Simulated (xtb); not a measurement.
xtb input (GFN1-xTB):

```bash
xtb mol.xyz --gfn 1 --sp --chrg 0 --uhf 0
```
mol.xyz:
```
5

Si    -0.01738732    -0.32762436     0.01169695
F      0.02302615    -1.21553728     1.31346682
F     -0.15634775    -1.29660324    -1.22377760
Cl    -1.62266252     0.89234890     0.08620541
Cl     1.70756351     0.70741615    -0.14332072
```

End of the output:

```
         :::::::::::::::::::::::::::::::::::::::::::::::::::::
         ::                     SUMMARY                     ::
         :::::::::::::::::::::::::::::::::::::::::::::::::::::
         :: total energy             -20.926838786359 Eh    ::
         :: gradient norm              0.021373457485 Eh/a0 ::
         :: HOMO-LUMO gap              8.412112062788 eV    ::
         ::.................................................::
         :: SCC energy               -20.981370430060 Eh    ::
         :: -> electrostatic           0.025331604896 Eh    ::
         :: repulsion energy           0.056415539343 Eh    ::
         :: dispersion energy         -0.001883895641 Eh    ::
         :: halogen bond corr.         0.000000000000 Eh    ::
         :: add. restraining           0.000000000000 Eh    ::
         :: total charge               0.000000000000 e     ::
         :::::::::::::::::::::::::::::::::::::::::::::::::::::

           -------------------------------------------------
          |                Property Printout                |
           -------------------------------------------------

    * Orbital Energies and Occupations

         #    Occupation            Energy/Eh            Energy/eV
      -------------------------------------------------------------
         1        2.0000           -0.9250291             -25.1713
       ...           ...                  ...                  ...
         4        2.0000           -0.8444857             -22.9796
         5        2.0000           -0.5992440             -16.3063
         6        2.0000           -0.5667259             -15.4214
         7        2.0000           -0.5612313             -15.2719
         8        2.0000           -0.5571978             -15.1621
         9        2.0000           -0.5527296             -15.0405
        10        2.0000           -0.5330288             -14.5045
        11        2.0000           -0.5268147             -14.3354
        12        2.0000           -0.4929381             -13.4135
        13        2.0000           -0.4925065             -13.4018
        14        2.0000           -0.4840080             -13.1705
        15        2.0000           -0.4798224             -13.0566
        16        2.0000           -0.4703269             -12.7982 (HOMO)
        17                         -0.1611874              -4.3861 (LUMO)
Note: The following floating-point exceptions are signalling: IEEE_DENORMAL
normal termination of xtb
        18                         -0.1218867              -3.3167
        19                         -0.1156376              -3.1467
        20                         -0.1067561              -2.9050
        21                         -0.0594872              -1.6187
        22                         -0.0559414              -1.5222
        23                         -0.0550678              -1.4985
        24                         -0.0544537              -1.4818
        25                         -0.0529867              -1.4418
        26                         -0.0512547              -1.3947
        27                          0.0244696               0.6659
       ...                                ...                  ...
        35                          0.9105863              24.7783
      -------------------------------------------------------------
                  HL-Gap            0.3091394 Eh            8.4121 eV
             Fermi-level           -0.3157572 Eh           -8.5922 eV

  Mulliken/CM5 charges         n(s)   n(p)   n(d)
     1Si    0.57018  0.42823   0.881  1.257  1.292
     2F    -0.22378 -0.20097   1.755  5.469  0.000
     3F    -0.22378 -0.20097   1.755  5.469  0.000
     4Cl   -0.06132 -0.01315   1.888  5.186 -0.012
     5Cl   -0.06132 -0.01315   1.888  5.186 -0.012

Wiberg/Mayer (AO) data.
largest (>0.10) Wiberg bond orders for each atom

 ---------------------------------------------------------------------------
     #   Z sym  total        # sym  WBO       # sym  WBO       # sym  WBO
 ---------------------------------------------------------------------------
     1  14 Si   5.207 --     5 Cl   1.367     4 Cl   1.367     2 F    1.236
                             3 F    1.236
     2   9 F    1.324 --     1 Si   1.236
     3   9 F    1.324 --     1 Si   1.236
     4  17 Cl   1.478 --     1 Si   1.367
     5  17 Cl   1.478 --     1 Si   1.367
 ---------------------------------------------------------------------------

Topologies differ in total number of bonds
Writing topology from bond orders to xtbtopo.mol

 dipole moment from electron density (au)
     X       Y       Z
   0.0079   0.1497  -0.0053  total (Debye):    0.381

           -------------------------------------------------
          | TOTAL ENERGY              -20.926838786359 Eh   |
          | GRADIENT NORM               0.021373457485 Eh/α |
          | HOMO-LUMO GAP               8.412112062788 eV   |
           -------------------------------------------------

------------------------------------------------------------------------
------------------------------------------------------------------------
 total:
 SCF:
```
